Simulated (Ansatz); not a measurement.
Reaction (redistribution): `FBC[SiH3]` + `OBF` → `BC[SiH3]` + `OB(F)F`

Computed with Ansatz on PBE0-D4/def2-TZVP structures; ΔE is electronic, products minus reactants. CBS: MP2 limit from def2 TZ/QZ plus the TZ coupled-cluster correction, frozen cores. This one scheme is used for every species. DFT in def2-TZVPP. HSE06 is defined as in plane-wave codes. One conformer a species, not always the lowest.

Is it downhill or uphill in electronic energy at CCSD(T)/CBS, and by how much? (Best estimate.)

Computed: Uphill: ΔE = +3.0 kcal/mol.

What do these levels give: revPBE-D4, BLYP-D4, r2SCAN-D4, r2SCANh-D4, r2SCANh, HSE06, LC-ωPBE, HF/def2-SVP, CCSD/def2-TZVPP, CCSD(T)/def2-TZVPP, HF/CBS(def2), CCSD/CBS(def2)? (Best estimate.)

The calculation gave: revPBE-D4 3.5, BLYP-D4 4.4, r2SCAN-D4 2.6, r2SCANh-D4 2.3, r2SCANh 2.4, HSE06 2.9, LC-ωPBE 3.5, HF/def2-SVP 1.9, CCSD/def2-TZVPP 2.4, CCSD(T)/def2-TZVPP 2.8, HF/CBS(def2) 1.4, CCSD/CBS(def2) 2.6 kcal/mol.

Largest T1 diagnostic among the species: 0.013.

From PBE to PBE0 (25 % exact exchange), in def2-TZVPP and without D4, ΔE moves by −1.3 kcal/mol. Leaving LDA and LC-ωPBE aside and taking each functional with its dispersion term where it has one, the values, not all of them listed here, spread over 2.5 kcal/mol, from r2SCAN0-D4 to BLYP-D4.
